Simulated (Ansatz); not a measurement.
```tsv
atom	x (Å)	y (Å)	z (Å)
Si	0.0000	0.0000	0.0000
H	0.9308	0.9308	0.9308
H	0.9308	-0.9308	-0.9308
H	-0.9308	0.9308	-0.9308
H	-0.9308	-0.9308	0.9308
```

Basis set: 6-31G* (spherical functions). Correlated methods keep 5 orbitals frozen. Charge 0, multiplicity 1.

Computed with Ansatz (development build ahead of 0.2.0); each method stands on the lowest determinant of its kind that the runs found. Restricted open shells among the atoms or ions are ROHF, correlated in semicanonical orbitals with singles.

The atomization energy at this shape (free ground-state atoms in the same class of orbitals less the molecule, no zero-point energy) of singlet SiH4:

```csv
method,atomization energy
RHF,993.7 kJ/mol
```

**Question.** What does RHF-MP2 give?

**Answer.** 1107.4 kJ/mol. Caution: the shape is not the minimum.
